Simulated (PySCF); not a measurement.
Two species compared at the same levels of theory.

First species: C7H12BF.
Atom-mapped SMILES: `[CH2:1]=[CH:2][CH2:3][C@@H:4]1[CH2:5][BH:6][CH2:7][C@H:8]1[F:9]` (hydrogens: H10, H11 on C1; H12 on C2; H13, H14 on C3; H15 on C4; H16, H17 on C5; H18 on B6; H19, H20 on C7; H21 on C8)

Structure used (PBE0-D3(BJ)/def2-SVP), in Å, numbered top down from 1:
```
atom  x, y, z in Å
C1     3.5852   -0.4251    0.0852
C2     2.3718   -0.9060    0.3587
C3     1.1863   -0.8120   -0.5478
C4     0.0377    0.0131    0.0281
C5    -0.6382   -0.5213    1.2977
B6    -2.0793    0.1021    1.2731
C7    -2.2796    0.7474   -0.1404
C8    -1.1190    0.2006   -0.9533
F9    -0.7527    1.0144   -2.0045
H10    4.4112   -0.5161    0.7954
H11    3.7977    0.0763   -0.8651
H12    2.2061   -1.4005    1.3246
H13    1.4860   -0.3739   -1.5134
H14    0.8060   -1.8296   -0.7616
H15    0.4208    1.0294    0.2391
H16   -0.0558   -0.4121    2.2248
H17   -0.8230   -1.6152    1.1968
H18   -2.8811    0.0929    2.1773
H19   -3.2661    0.7065   -0.6234
H20   -2.0754    1.8231    0.0594
H21   -1.3924   -0.7798   -1.3906
```

Second species: Ga(CN)3, C3GaN3.
SMILES: `N#[C][Ga]([C]#N)[C]#N`

Levels: PBE0/def2-SVPD for HOMO energy, LUMO energy, HOMO–LUMO gap and static isotropic polarisability; TDDFT PBE0/def2-SVPD for lowest singlet excitation; TDA PBE0/def2-SVPD for lowest triplet excitation (Tamm–Dancoff). Geometries: PBE0-D3(BJ)/def2-SVP. Each species is one conformer at its optimised geometry, gas phase, non-relativistic unless stated; the electronic structure was computed with PySCF and density fitting.

Values for the first species:

* HOMO energy: -7.45 eV
* LUMO energy: -1.07 eV
* HOMO–LUMO gap: 6.38 eV
* Lowest singlet excitation: 5.59 eV
* Lowest triplet excitation (Tamm–Dancoff): 4.32 eV
* Static isotropic polarisability: 96.4 au

Estimate the same properties for the second species, and the change in each.

| property | first | second | second less first |
| --- | --- | --- | --- |
| HOMO energy | -7.45 eV | -10.89 eV | -3.44 eV |
| LUMO energy | -1.07 eV | -4.24 eV | -3.17 eV |
| HOMO–LUMO gap | 6.38 eV | 6.65 eV | +0.27 eV |
| lowest singlet excitation | 5.59 eV | 5.21 eV | -0.38 eV |
| lowest triplet excitation (Tamm–Dancoff) | 4.32 eV | 4.77 eV | +0.45 eV |
| static isotropic polarisability | 96.4 au | 66.0 au | -30.4 au |

On the first: The vertical singlet–triplet gap S1 − T1 is 1.27 eV (TDDFT singlet less Tamm–Dancoff triplet; S1: HOMO→LUMO, weight 0.91; T1: HOMO→LUMO+1, weight 0.84). No computed singlet falls in the visible range (750 to 380 nm, 1.65 to 3.26 eV); S1 lies 2.33 eV above its blue end.

On the second: The polarisability is 9.79 Å³ as a volume (1 au = 0.148185 Å³), or 0.94 au for each of the 70 electrons. No computed singlet falls in the visible range (750 to 380 nm, 1.65 to 3.26 eV); S1 lies 1.95 eV above its blue end. Relativistic effects, spin–orbit coupling among them, are left out although an element past zinc is present.
